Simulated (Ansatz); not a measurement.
Tetraphenylborate (C₂₄H₂₀B⁻). Charge -1, multiplicity 1. Geometry PBE-D4/def2-SVP, basis def2-TZVP, Ansatz.

Cartesian coordinates in Å:
```
C -0.476 2.087 -3.972
C -0.805 0.729 -3.835
C -0.692 0.097 -2.585
C -0.257 0.781 -1.425
B 0.000 0.000 0.000
C 1.554 -0.522 -0.142
C 1.876 -1.753 -0.762
C 3.202 -2.157 -0.991
C 4.269 -1.329 -0.608
C 3.984 -0.093 -0.004
C 2.653 0.295 0.218
C -1.065 -1.227 0.256
C -2.414 -1.147 -0.165
C -3.362 -2.135 0.148
C -2.989 -3.255 0.910
C -1.661 -3.358 1.357
C -0.727 -2.360 1.035
C -0.232 0.968 1.309
C 0.456 0.755 2.528
C 0.185 1.500 3.687
C -0.805 2.497 3.671
C -1.518 2.723 2.482
C -1.233 1.968 1.332
C 0.082 2.144 -1.602
C -0.025 2.792 -2.844
H -0.564 2.590 -4.950
H -1.152 0.155 -4.711
H -0.948 -0.972 -2.504
H 1.055 -2.416 -1.080
H 3.404 -3.127 -1.475
H 5.312 -1.640 -0.782
H 4.809 0.577 0.296
H 2.454 1.274 0.685
H -2.733 -0.273 -0.756
H -4.402 -2.031 -0.204
H -3.726 -4.036 1.158
H -1.351 -4.225 1.965
H 0.307 -2.459 1.404
H 1.232 -0.028 2.568
H 0.749 1.300 4.614
H -1.022 3.087 4.576
H -2.306 3.495 2.451
H -1.812 2.158 0.414
H 0.447 2.716 -0.733
H 0.248 3.857 -2.934
```

```
run  HOMO (eV)  LUMO (eV)
  A      -2.24       2.07
  B      -1.91       2.08
  C      -3.74       3.79
  D      -3.02       2.77
  E      -2.09       1.90
```

Single mean-field runs in def2-TZVP are fitted with def2-universal-jkfit.

Task: The runs used BHLYP, BLYP, PBE, PBE0, r2SCAN. Estimate which is which.

Result: A r2SCAN (0 % exact exchange); B BLYP (0 % exact exchange); C BHLYP (50 % exact exchange); D PBE0 (25 % exact exchange); E PBE (0 % exact exchange). Exact exchange lowers occupied and raises empty levels; among semilocal functionals meta-GGAs tend to open the gap a little, and such runs are hard to tell apart. The gap grows from 3.99 eV (BLYP) to 7.53 eV (BHLYP).
